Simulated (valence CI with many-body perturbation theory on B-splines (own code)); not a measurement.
Values are calculated unless marked as measured or tabulated.
Run record, Tc28+

Level of theory: relativistic CI+MBPT: five valence electrons over a frozen Dirac-Fock core [Ne], radial functions for each j: 11 s, 11 p, 10 d, 8 f, 5 g, 2 h, with the one-electron correlation potential Σ1 (screened to all orders), the two-electron term Σ2, the three-electron term Σ3, Breit, model QED; selected single and double excitations, second order for the rest, scaled by the run's own slope (own B-spline code, finite nucleus).

Command, and the settings that its task file holds:

```sh
python run_cv.py task.json out
```

```
atom Tc  Z=43  mass_number=97  rms_radius_fm=4.4112
core [Ne]
valence 3s2 3p3
avg = 1
basis = M
breit = 1
cap = 32000
capref = 2000
cscale = 1
de = 0.0
dress = 0
eps = 2e-08
extrap = 1
h = 0.27
hh = 1
l2 = 3
lcore = 6
maxit = 60
n2 = 5
natural = 1
nlev = 150
nno = [5, 5, 5, 4, 2, 1]
nroot = 36
nsp = [6, 6, 5, 4, 3, 1]
pt2 = 1
qed = 1
rpa = 1
s1 = 1
s2 = 1
s3 = 1
screen = 1
tol = 2e-05
whole = 1
```

It took 4.2 min on 1 thread of Arm Neoverse V1, with other jobs on the host.

Log. The first blocks belong to the next ion, which gives the ionisation energy. Fields: 2J, parity (1 odd), roots, reference size, generating configurations, candidates as configurations/state functions, variational space P, stored matrix elements, Davidson steps; e2 is the range of second-order energies in hartree. The first line gives the box (bohr), its intervals, the orbitals and the steps of their self-consistent field. Window is the range of levels sought, series limit the energy at which the first omitted orbital would enter, core excitation an estimate of the first excitation out of the core, left out the lowest levels not solved, and shifts from estimates the range by which levels moved from their first estimate, all in cm⁻¹.

```
rmax 6.5 intervals 60 orbitals 83 references ['3s2 3p3', '3s 3p4', '3s2 3p2 3d', '3p5', '3s 3p3 3d'] scf 5 t 1.1
2J=0 par=0 roots 2 ref 24 generators 8 cand 2266/3176 P 2286/3200 nnz 1.3e+06 it 5
2J=0 par=0 roots 2 ref 24 generators 14 cand 4140/6548 P 6426/9748 nnz 6.7e+06 it 5
   second order: generators 18 cand 25755/49063 e2 -0.00005 -0.00005
reference levels 1284, estimated 443, window 2557887 1/cm; series limit 10588133, core excitation 20057309
2J=3 par=1 roots 34 ref 145 generators 32 cand 745/3374 P 1421/6373 nnz 4.3e+06 it 8
2J=3 par=1 roots 34 ref 145 generators 38 cand 4195/25525 P 5616/31898 nnz 6.5e+07 it 9
   second order: generators 70 cand 129819/2007354 e2 -0.01331 -0.00527
2J=5 par=1 roots 32 ref 153 generators 30 cand 691/3672 P 1212/6331 nnz 4.6e+06 it 10
2J=5 par=1 roots 32 ref 153 generators 40 cand 3570/25648 P 4782/31979 nnz 7e+07 it 10
   second order: generators 65 cand 114874/2346376 e2 -0.02914 -0.00729
2J=1 par=1 roots 23 ref 88 generators 31 cand 1118/3834 P 1985/6372 nnz 3.7e+06 it 9
2J=1 par=1 roots 23 ref 88 generators 38 cand 5999/25588 P 7984/31960 nnz 5.4e+07 it 9
   second order: generators 68 cand 117501/1065598 e2 -0.01894 -0.00324
2J=5 par=0 roots 13 ref 149 generators 24 cand 606/2055 P 1404/7230 nnz 5.8e+06 it 8
2J=5 par=0 roots 13 ref 149 generators 34 cand 4085/24750 P 5489/31980 nnz 6.8e+07 it 12
   second order: generators 55 cand 99700/1949671 e2 -0.01852 -0.00483
2J=3 par=0 roots 16 ref 138 generators 27 cand 578/1854 P 1474/6804 nnz 4.9e+06 it 9
2J=3 par=0 roots 16 ref 138 generators 37 cand 4317/25159 P 5791/31963 nnz 6.5e+07 it 12
   second order: generators 59 cand 99350/1547754 e2 -0.01605 -0.00495
2J=1 par=0 roots 11 ref 87 generators 22 cand 1296/3303 P 2144/6383 nnz 3.7e+06 it 8
2J=1 par=0 roots 11 ref 87 generators 34 cand 6286/25597 P 8430/31980 nnz 5.6e+07 it 11
   second order: generators 48 cand 74106/626340 e2 -0.00955 -0.00164
2J=7 par=0 roots 9 ref 118 generators 19 cand 715/2507 P 1292/6400 nnz 4.9e+06 it 7
2J=7 par=0 roots 9 ref 118 generators 27 cand 3967/25553 P 5259/31953 nnz 6.8e+07 it 12
   second order: generators 50 cand 90418/1893214 e2 -0.01456 -0.00638
2J=9 par=0 roots 5 ref 80 generators 14 cand 1165/3823 P 1638/6396 nnz 4.4e+06 it 8
2J=9 par=0 roots 5 ref 80 generators 23 cand 4021/25544 P 5659/31940 nnz 7e+07 it 10
   second order: generators 34 cand 70768/1303028 e2 -0.01069 -0.00583
2J=7 par=1 roots 24 ref 129 generators 26 cand 736/3783 P 1242/6363 nnz 5e+06 it 9
...
2J=11 par=1 roots 4 ref 43 generators 20 cand 4288/25544 P 6328/32073 nnz 6.3e+07 it 8
   second order: generators 32 cand 83716/1747131 e2 -0.01275 -0.00624
2J=11 par=0 roots 1 ref 37 generators 4 cand 850/3977 P 1430/6503 nnz 4.6e+06 it 4
2J=11 par=0 roots 1 ref 37 generators 4 cand 3473/26056 P 4903/32559 nnz 7.9e+07 it 6
   second order: generators 9 cand 35373/760195 e2 -0.00356 -0.00356
2J=13 par=0 roots 1 ref 15 generators 4 cand 1109/3904 P 1972/6429 nnz 4.6e+06 it 4
2J=13 par=0 roots 1 ref 15 generators 6 cand 3914/26154 P 5886/32583 nnz 7.8e+07 it 4
   second order: generators 9 cand 31199/578955 e2 -0.00223 -0.00223
left out: unestimated 3646028, estimated 2713962, shifts from estimates -84 to 453
operators 1.0
```

The Davidson iterations converged.

The last digits are not significant, and no measured levels were compared; by estimate large intervals hold to a few tenths of a per cent, small ones and those within an open d or f shell to about a per cent. Among the levels kept, up to 3800 cm⁻¹ of a level comes from second order outside the variational space, and about a tenth of that is noise between levels of different J, which matters for small intervals.

* Valence energy: -316.9219 hartree
* Ionisation energy: 1546.5 eV (NIST: 1559 ± 6 eV (semi-empirical))
* Reference configurations for the orbitals: 3s2 3p3, 3s 3p4, 3s2 3p2 3d, 3p5, 3s 3p3 3d
* Radial orbitals: 83
* Box radius: 6.498 bohr
* Largest variational space: 32583
* Lowest levels: (3s^2 3p1/2^2 3p3/2) J=3/2 0.00, (3s^2 3p1/2 3p3/2^2) J=3/2 21.93, (3s^2 3p1/2 3p3/2^2) J=5/2 27.64, (3s^2 3p1/2 3p3/2^2) J=1/2 34.99, (3s^2 3p3/2^3) J=3/2 56.92, (3s 3p1/2^2 3p3/2^2) J=5/2 94.60, (3s 3p1/2^2 3p3/2^2) J=3/2 104.91, (3s 3p1/2^2 3p3/2^2) J=1/2 109.01, (3s^2 3p1/2^2 3d3/2) J=3/2 115.10, (3s^2 3p1/2^2 3d5/2) J=5/2 122.79, (3s 3p1/2 3p3/2^3) J=3/2 123.64, (3s 3p1/2 3p3/2^3) J=5/2 128.05, (3s^2 3p1/2 3p3/2 3d3/2) J=3/2 [a] 130.92, (3s^2 3p1/2 3p3/2 3d3/2) J=1/2 [a] 132.07 eV

Levels are named by their leading jj configuration (3d3/2^4 stands for four electrons in 3d with j = 3/2), which in mixed levels can hold well under half, so a name can repeat and another be missing. Letters in brackets count levels of one name in rising energy.
